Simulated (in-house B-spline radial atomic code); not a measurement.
Radial electron density of In⁷⁺, [Kr] 4d6. Computed with a B-spline radial code for spherical atoms: Dirac-Kohn-Sham B3LYP, spherical fractional occupations, exact exchange averaged over the configuration, Fermi nucleus of rms radius 4.6156 fm.

Columns: r (bohr), 4πr²n(r) (electrons per bohr), bar.

```
 0.00107    1.648 #
  0.0013    2.318 #
 0.00158    3.247 ##
 0.00191    4.481 ##
 0.00232    6.189 ###
 0.00281    8.437 #####
 0.00341    11.42 ######
 0.00414    15.27 ########
 0.00502    20.08 ###########
 0.00609    25.95 ##############
 0.00739    32.81 ##################
 0.00896    40.35 ######################
  0.0109    48.22 ##########################
  0.0132    55.29 ##############################
   0.016    60.74 #################################
  0.0194    63.57 ###################################
  0.0235    63.27 ###################################
  0.0285    60.33 #################################
  0.0346     56.6 ###############################
   0.042       55 ##############################
  0.0509    58.08 ################################
  0.0618    66.12 ####################################
   0.075    75.54 #########################################
  0.0909    80.22 ############################################
    0.11    76.04 ##########################################
   0.134    64.76 ####################################
   0.162    55.76 ###############################
   0.197       56 ###############################
   0.239    62.97 ###################################
    0.29     64.7 ###################################
   0.351    53.43 #############################
   0.426    34.62 ###################
   0.517    21.38 ############
   0.627    18.82 ##########
    0.76    20.35 ###########
   0.922    18.27 ##########
    1.12    12.05 #######
    1.36    5.772 ###
    1.65    2.009 #
       2   0.4987 
    2.42  0.08494 
    2.94  0.00836 
    3.56 0.0004457
```

On this grid the curve has 4 maxima, near 0.0194, 0.0909, 0.29, 0.76 bohr.

The 4p3/2 radial function P(r) = rR(r), positive near the nucleus, with its small component Q(r) (sign convention: Q ≈ (P' + κP/r)/2c):

```
r (bohr)         P           Q
 0.00158  0.001591  -0.0001435
 0.00232  0.003328  -0.0003016
 0.00341  0.006913  -0.0006266
 0.00502   0.01422   -0.001289
 0.00739    0.0287   -0.002606
  0.0109   0.05652    -0.00515
   0.016    0.1059   -0.009718
  0.0235    0.1868    -0.01737
  0.0346    0.3007    -0.02872
  0.0509    0.4152    -0.04204
   0.075    0.4358     -0.0512
    0.11    0.2231    -0.04577
   0.197   -0.5107   -0.001853
    0.29    -0.641     0.02469
   0.426   0.03364     0.02151
   0.627    0.9885  -0.0009736
   0.922      1.17    -0.01262
    1.36    0.5902    -0.00763
       2    0.1254   -0.001677
    2.94  0.008499  -0.0001149
```
